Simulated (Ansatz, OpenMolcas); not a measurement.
**OpenMolcas → Ansatz**

This OpenMolcas 26.06 job computes C2H8GaN (SMILES [CH3][Ga]([CH3])[NH2]):

test.input:
```
&GATEWAY
BasLib=$CurrDir
Coord
12
angstrom
C       -0.496600       1.795100      -0.383100
Ga      -0.078800      -0.097900      -0.052000
C        1.442300      -0.783000       0.989400
N       -1.206800      -1.333200      -0.779100
H       -1.389900       1.910300      -0.999000
H       -0.659300       2.323300       0.559900
H        0.336100       2.290100      -0.889200
H        1.414300      -0.397200       2.011600
H        1.443400      -1.873300       1.034100
H        2.387700      -0.456700       0.548400
H       -2.017200      -1.104900      -1.329400
H       -1.098200      -2.328000      -0.677500
Basis=cc-pVDZ
Group=NoSym
&SEWARD
GridInput
Grid=UltraFine
End of Grid
&SCF
KSDFT=2
1.0 MGGA_X_R2SCAN
1.0 MGGA_C_R2SCAN
Thresholds=1e-10 1e-07 1e-07 1e-05
PrOrbitals=1 2
&ALASKA
```

```bash
$ export MOLCAS_MEM=1860
$ pymolcas test.input > test.log
```

(Basis files named in the input come from the Basis Set Exchange and aren't shown.)

Geometry: relaxed at PBE0-D4/def2-TZVP.

It gives a total energy of -2060.531357 Eh.

Task: How is this level of theory, on these atoms, set up in Ansatz 0.2.0 as an input file of the program's own, asking for the energy?

Result: This input was run:

run.yaml:
```yaml
crystal:
  periodic: [false, false, false]
  atoms:
    - {symbol: C, position_ang: [-0.496600, 1.795100, -0.383100]}
    - {symbol: Ga, position_ang: [-0.078800, -0.097900, -0.052000]}
    - {symbol: C, position_ang: [1.442300, -0.783000, 0.989400]}
    - {symbol: "N", position_ang: [-1.206800, -1.333200, -0.779100]}
    - {symbol: H, position_ang: [-1.389900, 1.910300, -0.999000]}
    - {symbol: H, position_ang: [-0.659300, 2.323300, 0.559900]}
    - {symbol: H, position_ang: [0.336100, 2.290100, -0.889200]}
    - {symbol: H, position_ang: [1.414300, -0.397200, 2.011600]}
    - {symbol: H, position_ang: [1.443400, -1.873300, 1.034100]}
    - {symbol: H, position_ang: [2.387700, -0.456700, 0.548400]}
    - {symbol: H, position_ang: [-2.017200, -1.104900, -1.329400]}
    - {symbol: H, position_ang: [-1.098200, -2.328000, -0.677500]}
basis:
  gaussian:
    orbitals: cc-pVDZ
hamiltonian:
  xc: r2scan
accuracy: high
output: {orbitals: {seedname: orbitals}}
```

```bash
$ ansatz run run.yaml --threads 1 --pin off --max-ram 3480MiB --events-out events.jsonl --progress --plain --runs-dir runs
```

Its energy is -2060.531431 Eh, 0.074 mEh from the first; the programs' integration grids differ.
